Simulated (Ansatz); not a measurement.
Correlation energies of `[OH][Sn]([OH])([OH])[F]` by basis set

Cartesian coordinates in Å:
```
O 0.512 0.163 -1.795
Sn 0.147 -0.102 0.086
O 0.977 1.206 1.234
O -1.749 -0.074 0.474
F 0.897 -1.814 0.470
H 1.144 -0.479 -2.131
H 0.361 1.563 1.880
H -2.290 -0.463 -0.218
```

Total charge 0; spin multiplicity 1. Correlated methods include outer-core shells of Sn, which these sets cover unevenly. Sn takes the def2 core potential. The structure was optimised at the PBE0-D4/def2-TZVP level. It is one conformer, not always the lowest. Frozen core, restricted reference, the Gaussian-basis code of Ansatz.

```json
{"basis": "def2-SVP", "HF (Eh)": "-538.91359", "MP2 corr.": "-0.86774"}
{"basis": "def2-TZVPP", "HF (Eh)": "-539.36613", "MP2 corr.": "-1.29927"}
{"basis": "def2-QZVPP", "HF (Eh)": "-539.38609", "MP2 corr.": "-1.59891"}
```

Q: Estimate the CCSD correlation energy and the (T) correction in each basis where they were run (hartree).

A: 
```
     basis  CCSD corr.       (T)
  def2-SVP    -0.88108  -0.01843
def2-TZVPP    -1.29114  -0.04390
```
